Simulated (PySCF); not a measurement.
From one molecule to another.

First species: C₅H₁₃NOSi₂.
Structure used (GFN2-xTB), in Å, numbered top down from 1:
```
atom  x, y, z in Å
C1     3.043   -1.092   -0.774
C2     2.529    0.182   -0.112
N3     1.312   -0.049    0.632
C4     0.105    0.394    0.222
O5    -0.026    1.112   -0.768
C6    -1.086   -0.061    0.967
C7    -2.063    1.125    1.056
Si8   -2.729    1.106   -0.746
Si9   -1.987   -1.083   -0.435
H10    2.294   -1.490   -1.456
H11    3.269   -1.850   -0.026
H12    3.948   -0.879   -1.336
H13    3.290    0.591    0.561
H14    2.284    0.931   -0.869
H15    1.354   -0.695    1.405
H16   -0.835   -0.522    1.923
H17   -1.566    2.035    1.392
H18   -2.854    0.903    1.773
H19   -2.230    2.076   -1.707
H20   -4.205    1.241   -0.737
H21   -1.017   -1.873   -1.204
H22   -2.839   -2.082    0.232
```

Second species: C4H11ClOSi2.
InChI=1S/C4H11ClOSi2/c5-2-1-3-8-4-6-7/h1-2H,3-4,8H2,7H3/b2-1+

Levels: PBE0/pcSseg-1 for dipole moment, HOMO energy, LUMO energy and HOMO–LUMO gap; GFN2-xTB for rotational constant A and rotational constant C. Geometries: GFN2-xTB. Each species is one conformer at its optimised geometry, gas phase, non-relativistic unless stated. Electronic properties by PySCF.

The conformers computed, where there is a choice (atom-mapped SMILES and torsion angles):
- `[CH3:1][CH2:2][NH:3][C:4](=[O:5])[C@H:6]1[CH2:7][SiH2:8][SiH2:9]1`: C1–C2–N3–C4 -108°, C2–N3–C4–O5 -5°, N3–C4–C6–C7 142°
- `[SiH3:1][O:2][CH2:3][SiH2:4][CH2:5]/[CH:6]=[CH:7]/[Cl:8]`: Si1–O2–C3–Si4 179°, O2–C3–Si4–C5 -58°, C3–Si4–C5–C6 179°, Si4–C5–C6–C7 -105°

| property | column X | column Y |
| --- | --- | --- |
| dipole moment | 2.97 D | 3.47 D |
| HOMO energy | -6.88 eV | -7.14 eV |
| LUMO energy | -0.09 eV | -0.14 eV |
| HOMO–LUMO gap | 6.79 eV | 7.00 eV |
| rotational constant A | 2.958 GHz | 2.372 GHz |
| rotational constant C | 0.309 GHz | 0.640 GHz |

Q: Which column belongs to which species?

A: Column X is the second species and column Y the first. The first has 22 atoms and 86 electrons, the second 19 and 88.

Q: How does each property change from the first species to the second?

A: dipole moment -0.50 D; HOMO energy +0.26 eV; LUMO energy +0.05 eV; HOMO–LUMO gap -0.21 eV; rotational constant A +0.586 GHz; rotational constant C -0.331 GHz.

On the first: A dipole of 3.47 D is allowed in C1, and pure rotational transitions are dipole-allowed. In atomic units the dipole is 1.37 e·bohr (1 au = 2.5417 D).

On the second: The dipole equals about 9.9 × 10⁻³⁰ C·m (1 D = 3.33564 × 10⁻³⁰ C·m).
